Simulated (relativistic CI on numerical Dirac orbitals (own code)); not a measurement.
## Calculated levels, Bi⁴⁺

Method of calculation: Dirac-Coulomb-Breit CI, separate exchange-only KLI orbitals for each configuration, model QED, valence Slater integrals scaled by 0.85, configuration energies shifted to the measured levels that pair with them (semi-empirical) (own radial code, finite nucleus).

Configuration list (outside the closed core [Xe] 4f14): 5d10 6s, 5d10 6p, 5d9 6s2, 5d10 6d, 5d10 7s, 5d10 7p, 5d10 7d, 5d10 8s, 5d10 6f, 5d8 6s 6p2, 5d9 6s 5f, 5d10 5f, 5d9 6s 6p, 5d9 6p2, 5d9 6s 5g, 5d8 6s2 6p, 5d10 8p, 5d10 5g, 5d10 8d, 5d10 7f, 5d8 6s 6d2, 5d9 6p 6d, 5d8 6s 5f2, 5d9 6s 6d, 5d9 5f 6p, 5d9 6s 7s, 5d9 6s 7p, 5d8 6s2 6d, 5d8 6s2 6f, 5d8 6s2 5f. Levels of other configurations are missing.

The lowest level is 5d10 6s 2S_1/2, with 98 % of that term; Hund's rules for 5d10 6s give 2S with J = 1/2, in agreement.

```csv
No.,Configuration,Term,J,E (eV),%,Next component (%),Landé g,Lifetime (s)
1,5d10 6s,2S,1/2,0.0000,98,1 5d8 6s 5f2 2S,2.002,
2,5d10 6p,2P°,1/2,10.9615,99,1 5d9 6s 6p 2P°,0.665,7.51e-10
3,5d9 6s2,2D,5/2,13.2336,98,2 5d9 6p2 2D,1.200,9.68e-04
4,5d10 6p,2P°,3/2,14.2604,98,1 5d9 6s 6p 2P°,1.334,3.42e-10
5,5d9 6s2,2D,3/2,16.2037,98,2 5d9 6p2 2D,0.799,4.20e-07
6,5d9 6s 6p‡,4P°,5/2,22.1759,61,24 4D°,1.458,5.37e-08
7,5d9 6s 6p‡,4F°,7/2,23.0898,53,24 2F°,1.258,5.99e-09
8,5d9 6s 6p‡,2F°,5/2,23.1606,45,34 4F°,1.044,1.34e-08
9,5d9 6s 6p‡,4D°,3/2,23.5086,27,27 4P°,1.232,3.80e-09
10,5d9 6s 6p‡,4F°,3/2,25.3213,82,6 2D°,0.550,5.05e-09
11,5d9 6s 6p‡,4F°,9/2,25.6610,100,,1.334,7.30e-03
12,5d9 6s 6p‡,2D°,3/2,26.1769,46,44 4P°,1.256,2.64e-09
13,5d9 6s 6p‡,2F°,5/2,26.1776,45,26 4F°,1.070,7.46e-09
14,5d9 6s 6p‡,4D°,1/2,26.2481,48,39 4P°,1.137,5.17e-09
15,5d9 6s 6p‡,4D°,7/2,26.5488,69,21 2F°,1.349,1.65e-05
16,5d9 6s 6p‡,2D°,5/2,26.7004,58,17 4D°,1.234,6.39e-09
17,5d9 6s 6p‡,2P°,3/2,27.0377,62,20 4D°,1.215,1.55e-10
18,5d9 6s 6p‡,2P°,1/2,27.2575,82,15 4D°,0.594,9.11e-11
19,5d10 6d,2D,3/2,28.4359,99,1 5d9 6p2 2D,0.799,1.21e-10
20,5d9 6s 6p‡,2F°,7/2,28.5565,78,17 4F°,1.161,1.82e-10
21,5d9 6s 6p‡,4P°,1/2,28.6195,58,28 4D°,1.654,9.45e-10
22,5d9 6s 6p‡,2P°,3/2,28.7671,74,17 2D°,1.245,9.13e-11
23,5d10 6d,2D,5/2,28.8236,99,,1.200,1.54e-10
24,5d10 7s,2S,1/2,28.9305,100,,2.002,1.36e-10
25,5d9 6s 6p‡,2D°,5/2,29.2411,67,18 4D°,1.195,1.80e-10
26,5d9 6s 6p‡,4D°,3/2,29.3085,49,20 2P°,1.250,2.80e-10
27,5d9 6s 6p‡,2F°,7/2,29.4113,68,20 4F°,1.184,1.47e-09
28,5d9 6s 6p‡,2D°,5/2,29.6590,42,22 4D°,1.168,6.00e-10
29,5d10 5f‡,2F°,5/2,31.3754,52,32 5d9 6s 6p 2F°,0.909,3.40e-10
30,5d9 6s 6p‡,2P°,1/2,31.6368,86,9 4D°,0.612,1.04e-10
31,5d10 5f‡,2F°,7/2,31.8517,94,5 5d9 6s 6p 2F°,1.143,2.05e-09
32,5d10 5f‡,2F°,5/2,32.2526,47,42 5d9 6s 6p 2F°,0.891,2.62e-10
33,5d9 6s 6p‡,2D°,3/2,32.3513,84,9 2P°,0.849,1.37e-10
34,5d10 7p,2P°,1/2,33.6328,97,2 5d9 6s 6p 2P°,0.665,6.03e-10
35,5d10 7p,2P°,3/2,34.7701,99,1 5d9 6s 6p 2P°,1.334,4.99e-10
36,5d9 6p2‡,4D,5/2,35.9139,32,26 2D,1.229,1.83e-10
37,5d9 6p2‡,4D,7/2,38.1069,64,20 4F,1.342,1.47e-10
38,5d9 6p2‡,2P,3/2,38.2182,44,13 4P,1.260,2.72e-10
39,5d9 6p2‡,2G,9/2,38.2230,57,22 5d9 6s 6d 2G,1.155,5.74e-10
40,5d9 6p2‡,2S,1/2,38.3062,43,25 2P,1.489,1.56e-10
41,5d9 6p2‡,4D,3/2,38.4577,41,18 4F,1.021,1.41e-10
42,5d9 6p2‡,2D,5/2,38.5369,47,24 2F,1.123,3.70e-10
43,5d9 6p2‡,4P,5/2,38.9130,41,34 2F,1.249,1.35e-10
44,5d9 6p2‡,2F,7/2,38.9217,49,26 4F,1.147,2.74e-10
45,5d10 7d,2D,3/2,39.2311,66,23 5d9 6p2 2D,0.805,2.90e-10
```

Energies count from the lowest computed level; ° marks odd parity; lifetimes are radiative, by E1, M1, E2 decay to levels of this space only. ‡ marks configurations that were not tied to measured data.

The mean weight of the leading LS term, summed over parents, in these 45 levels is 68 %, and that of the leading jj configuration (from the same eigenvectors) 81 %, so jj coupling describes them better and the LS labels are nominal.

Configurations whose levels could be paired with our table of measured levels were shifted onto them, all but the ground configuration, by the median error of their levels; single terms can still be off by 1,000 to 2,000 cm⁻¹ or more, and rates follow the energies as ν³ (E1, M1) or ν⁵ (E2). The others borrow a shift and can be off by several thousand cm⁻¹ or more. Levels and lines within the n = 5 or 6 shells can be off by up to 10 % or somewhat more, and those that change n by about 2 %, since core polarisation is missing. 12 of the 12 excited levels that our extract of the measured tables holds in this range could be paired (the sources list more); they are missed by 887 cm⁻¹ on average and 3080 at most, after the shifts were fitted to these levels, and levels without a partner can miss by more. Levels that differ in their count of f electrons can be misplaced by several ten thousand cm⁻¹, since the correlation energy of f electrons is missing or only estimated; rates across such gaps can be off by orders of magnitude.

LS names give the leading component of a level, which can be under half, so a name can repeat, a term be missing and a line seem to break the LS rules.
